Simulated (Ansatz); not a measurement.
System: CH7O3Si, charge 1, multiplicity 1. It need not be the lowest isomer of its formula. 
Coordinates optimised at B3LYP-D3(BJ)/def2-TZVP (Ansatz, a program for electronic structure):
SMILES: C[Si](O)(O)[OH2+]
```xyz
12

C      1.5524     0.6595    -0.8035
Si     0.0527     0.1649     0.1043
O     -0.5670    -1.3562    -0.7522
O     -1.1793     1.1634    -0.1228
O      0.1602    -0.5586     1.5385
H      1.3037     0.9467    -1.8269
H      2.0056     1.5288    -0.3213
H      2.2888    -0.1445    -0.8301
H     -1.2679    -1.3075    -1.4231
H     -1.9072     1.3041     0.4914
H      0.8408    -0.4027     2.2000
H     -0.6280    -2.1784    -0.2365
```
Charge +1, spin multiplicity 1.

Total electronic energies in hartree. Correlated levels leave the core frozen unless marked. No spin-orbit coupling. Non-relativistic. Basis-set limits of correlation are two-point, X^-3; Hartree-Fock from the larger set. [CCSD(T)-MP2]/basis is that difference in the basis named.

```json
[
 {"level": "CAM-B3LYP-D3(BJ)/def2-TZVPD", "program": "Ansatz + dftd3", "energy (Eh)": "-557.42610"},
 {"level": "CAM-B3LYP/def2-TZVPD", "program": "Ansatz", "energy (Eh)": "-557.41958"},
 {"level": "LC-wPBE-D4/def2-TZVPD", "program": "Ansatz + dftd4", "energy (Eh)": "-557.27301"},
 {"level": "B2GP-PLYP-D3(BJ)/def2-TZVPD", "program": "Ansatz + dftd3", "energy (Eh)": "-557.11850"},
 {"level": "B2PLYP-D4/def2-TZVPD", "program": "Ansatz + dftd4", "energy (Eh)": "-557.20548"},
 {"level": "PBE-QIDH/def2-TZVPD", "program": "Ansatz", "energy (Eh)": "-556.97406"},
 {"level": "MP2/cc-pV(D+d)Z", "program": "Ansatz", "energy (Eh)": "-556.19533"},
 {"level": "RI-MP2/CBS(cc-pV(T+d)Z,cc-pV(Q+d)Z)", "program": "Ansatz", "energy (Eh)": "-556.6909"},
 {"level": "RI-MP2/CBS(cc-pV(T+d)Z,cc-pV(Q+d)Z)+[CCSD(T)-MP2]/cc-pV(T+d)Z", "program": "Ansatz", "energy (Eh)": "-556.7541"}
]
```

Totals of different functionals don't rank their quality; only differences between species are comparable.
